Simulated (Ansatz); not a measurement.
Ansatz (a first-principles code) input (PBE/def2-TZVPD):

Ansatz 0.2 input:
```yaml
crystal:
  periodic: [false, false, false]
  atoms:
    - {symbol: C, position_ang: [1.76130218, 0.32697956, 0.19129565]}
    - {symbol: Si, position_ang: [-0.05238554, -0.03123044, -0.00133731]}
    - {symbol: O, position_ang: [-0.04888792, -1.45611853, -0.86244353]}
    - {symbol: O, position_ang: [-0.94053473, 1.07772211, -0.83262675]}
    - {symbol: O, position_ang: [-0.71583391, -0.10535094, 1.48997985]}
    - {symbol: H, position_ang: [1.85618759, 1.29032535, 0.69954795]}
    - {symbol: H, position_ang: [2.26851153, 0.38428637, -0.77117235]}
    - {symbol: H, position_ang: [2.24880626, -0.43329622, 0.80150325]}
    - {symbol: H, position_ang: [-0.90816114, 1.04010358, -1.79223425]}
    - {symbol: H, position_ang: [-1.65770716, 0.06390846, 1.57402738]}
basis:
  gaussian:
    orbitals: def2-TZVPD
hamiltonian:
  xc: {name: PBE}
magnetization: {spin_polarized: true, initial_magnetization: 1}
output: {forces: true}
```

End of the output:

```
integrals: 0.18 GiB planned
1256 factors; their error is unknown
0.40 GiB of the device are held for the grids
1.33 GiB of device memory are held for the factors and their scratch space
mean field: 1.43 GiB planned
mean field evaluation 1: about -15112.2700 eV, gradient 7.3e1 eV
mean field evaluation 2: about -15053.2481 eV, gradient 1.3e2 eV
mean field evaluation 4: about -15130.4232 eV, gradient 1.1e1 eV
mean field evaluation 8: about -15130.8864 eV, gradient 3.9e-1 eV
mean field evaluation 16: about -15130.8588 eV, gradient 6.1e-3 eV
mean field evaluation 32: about -15130.2530 eV, gradient 9.0e0 eV
mean field -15130.85876351 eV, -556.0488034946 hartree, gradient 8.5e-6 eV, S^2 0.752673; 5 other end points of the search recorded, 0 dependent functions left out
the calculation of the forces begins
reference -15130.85882544 eV, -556.0488057703 hartree; 25, 24 occupied and 220, 221 virtual orbitals, 1256 factors
Total energy: -15130.85882544 eV, -556.0488057703 hartree
Atom 0 at     1.761302     0.326980     0.191296 Å, force     0.131459    -0.075091    -0.010078 eV/Å
Atom 1 at    -0.052386    -0.031230    -0.001337 Å, force    -0.008365    -0.492044    -0.266500 eV/Å
Atom 2 at    -0.048888    -1.456119    -0.862444 Å, force     0.103608     0.053593    -0.015825 eV/Å
Atom 3 at    -0.940535     1.077722    -0.832627 Å, force    -0.291031     0.425290     0.220799 eV/Å
Atom 4 at    -0.715834    -0.105351     1.489980 Å, force     0.309129    -0.012790     0.450068 eV/Å
Atom 5 at     1.856188     1.290325     0.699548 Å, force    -0.052382     0.261888     0.145284 eV/Å
Atom 6 at     2.268512     0.384286    -0.771172 Å, force     0.090973    -0.003953    -0.235449 eV/Å
Atom 7 at     2.248806    -0.433296     0.801503 Å, force     0.109171    -0.188988     0.143790 eV/Å
Atom 8 at    -0.908161     1.040104    -1.792234 Å, force     0.027992    -0.040736    -0.446990 eV/Å
Atom 9 at    -1.657707     0.063908     1.574027 Å, force    -0.420554     0.072830     0.014902 eV/Å
Dipole moment:     0.037813     0.354919    -0.097947 e Å
```

It need not be the lowest isomer of its formula.
